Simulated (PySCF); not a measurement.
Fe: excitation energy

Fe [Ar] 3d6 4s2 (5D) → Fe [Ar] 3d6 4s1 5s1 (7D), as a difference of total energies. Calculation: PySCF 2.14, in aug-cc-pVTZ (8s7p5d3f2g, 93 functions); no relativity, point nucleus. Correlated levels: valence: [Ar] frozen. The calculations carry no spin-orbit coupling.

| method | excitation energy (eV) |
| --- | --- |
| UHF | 3.959 |
| MP2 (valence) | 4.940 |
| SCS-MP2 (valence) | 5.181 |
| CCSD (valence) | 5.075 |
| CCSD(T) (valence) | 5.167 |

How much does correlation contribute at CCSD(T) (valence)?

5.167 − (3.959) = 1.208 eV, measured against UHF.

The promoted electron is Rydberg-like, and one or two diffuse shells describe it only roughly, which tends to raise the upper state.
